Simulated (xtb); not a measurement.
xtb input (GFN1-xTB):

```bash
xtb mol.xyz --gfn 1 --sp --chrg 0 --uhf 0
```
mol.xyz:
```
15

Si    -0.00655979    -0.00660061     0.03377805
C      1.81005133     0.28235701    -0.32672926
C     -0.66537564    -1.32710877    -1.12197188
C     -0.98031190     1.57524973    -0.13658726
O     -0.21514214    -0.46907199     1.61903291
H      1.95662686     0.62399704    -1.35460299
H      2.39402677    -0.63305187    -0.20011566
H      2.22642799     1.03958842     0.34109159
H     -0.56925146    -1.01827104    -2.16605334
H     -1.72121359    -1.52707749    -0.92710693
H     -0.12002940    -2.26763346    -1.00776809
H     -2.03563239     1.40963974     0.08941781
H     -0.91106286     1.97078312    -1.15265252
H     -0.60648730     2.33883707     0.54853743
H      0.21338687    -1.27481491     1.91582708
```

End of the output:

```
         :::::::::::::::::::::::::::::::::::::::::::::::::::::
         ::                     SUMMARY                     ::
         :::::::::::::::::::::::::::::::::::::::::::::::::::::
         :: total energy             -18.361103693705 Eh    ::
         :: gradient norm              0.040052421137 Eh/a0 ::
         :: HOMO-LUMO gap              7.525479116459 eV    ::
         ::.................................................::
         :: SCC energy               -18.575038205285 Eh    ::
         :: -> electrostatic           0.040931484280 Eh    ::
         :: repulsion energy           0.219159482800 Eh    ::
         :: dispersion energy         -0.005224971219 Eh    ::
         :: halogen bond corr.         0.000000000000 Eh    ::
         :: add. restraining           0.000000000000 Eh    ::
         :: total charge               0.000000000000 e     ::
         :::::::::::::::::::::::::::::::::::::::::::::::::::::

           -------------------------------------------------
          |                Property Printout                |
           -------------------------------------------------

    * Orbital Energies and Occupations

         #    Occupation            Energy/Eh            Energy/eV
      -------------------------------------------------------------
         1        2.0000           -0.7572174             -20.6049
       ...           ...                  ...                  ...
         4        2.0000           -0.6020714             -16.3832
         5        2.0000           -0.5955625             -16.2061
         6        2.0000           -0.5513370             -15.0026
         7        2.0000           -0.5328026             -14.4983
         8        2.0000           -0.5105142             -13.8918
         9        2.0000           -0.5045135             -13.7285
        10        2.0000           -0.5016998             -13.6519
        11        2.0000           -0.4921682             -13.3926
        12        2.0000           -0.4909136             -13.3584
        13        2.0000           -0.4877805             -13.2732
        14        2.0000           -0.4872480             -13.2587
        15        2.0000           -0.4189285             -11.3996
        16        2.0000           -0.4189247             -11.3995 (HOMO)
        17                         -0.1423684              -3.8740 (LUMO)
        18                         -0.1334931              -3.6325
Note: The following floating-point exceptions are signalling: IEEE_DENORMAL
normal termination of xtb
        19                         -0.1223944              -3.3305
        20                         -0.1184955              -3.2244
        21                         -0.0871045              -2.3702
        22                         -0.0764098              -2.0792
        23                         -0.0742628              -2.0208
        24                         -0.0451919              -1.2297
        25                         -0.0432126              -1.1759
        26                         -0.0290956              -0.7917
        27                         -0.0045252              -0.1231
       ...                                ...                  ...
        45                          1.1956127              32.5343
      -------------------------------------------------------------
                  HL-Gap            0.2765563 Eh            7.5255 eV
             Fermi-level           -0.2806466 Eh           -7.6368 eV

  Mulliken/CM5 charges         n(s)   n(p)   n(d)
     1Si    0.36304  0.18494   1.144  1.618  0.876
     2C    -0.19197 -0.29921   1.000  3.192  0.000
     3C    -0.19197 -0.29921   1.000  3.192  0.000
     4C    -0.17702 -0.28327   0.994  3.183  0.000
     5O    -0.52709 -0.70303   1.659  4.868  0.000
     6H     0.03736  0.09200   0.963  0.000  0.000
     7H     0.03674  0.09166   0.963  0.000  0.000
     8H     0.04458  0.09980   0.955  0.000  0.000
     9H     0.03736  0.09200   0.963  0.000  0.000
    10H     0.04458  0.09980   0.955  0.000  0.000
    11H     0.03674  0.09166   0.963  0.000  0.000
    12H     0.04732  0.10298   0.953  0.000  0.000
    13H     0.03413  0.08900   0.966  0.000  0.000
    14H     0.04732  0.10298   0.953  0.000  0.000
    15H     0.35889  0.53789   0.641  0.000  0.000

Wiberg/Mayer (AO) data.
largest (>0.10) Wiberg bond orders for each atom

 ---------------------------------------------------------------------------
     #   Z sym  total        # sym  WBO       # sym  WBO       # sym  WBO
 ---------------------------------------------------------------------------
     1  14 Si   4.781 --     5 O    1.306     4 C    1.036     2 C    1.017
                             3 C    1.017
     2   6 C    3.948 --     1 Si   1.017     6 H    0.952     7 H    0.948
                             8 H    0.947
     3   6 C    3.948 --     1 Si   1.017     9 H    0.952    11 H    0.948
                            10 H    0.947
     4   6 C    3.953 --     1 Si   1.036    13 H    0.950    14 H    0.943
                            12 H    0.943
     5   8 O    2.207 --     1 Si   1.306    15 H    0.837
     6   1 H    1.001 --     2 C    0.952
     7   1 H    1.001 --     2 C    0.948
     8   1 H    1.000 --     2 C    0.947
     9   1 H    1.001 --     3 C    0.952
    10   1 H    1.000 --     3 C    0.947
    11   1 H    1.001 --     3 C    0.948
    12   1 H    0.999 --     4 C    0.943
    13   1 H    1.001 --     4 C    0.950
    14   1 H    0.999 --     4 C    0.943
    15   1 H    0.878 --     5 O    0.837
 ---------------------------------------------------------------------------

Topologies differ in total number of bonds
Writing topology from bond orders to xtbtopo.mol

 dipole moment from electron density (au)
     X       Y       Z
   0.4414  -0.5660  -0.2286  total (Debye):    1.915

           -------------------------------------------------
          | TOTAL ENERGY              -18.361103693705 Eh   |
          | GRADIENT NORM               0.040052421137 Eh/α |
          | HOMO-LUMO GAP               7.525479116459 eV   |
           -------------------------------------------------

------------------------------------------------------------------------
------------------------------------------------------------------------
 total:
 SCF:
```
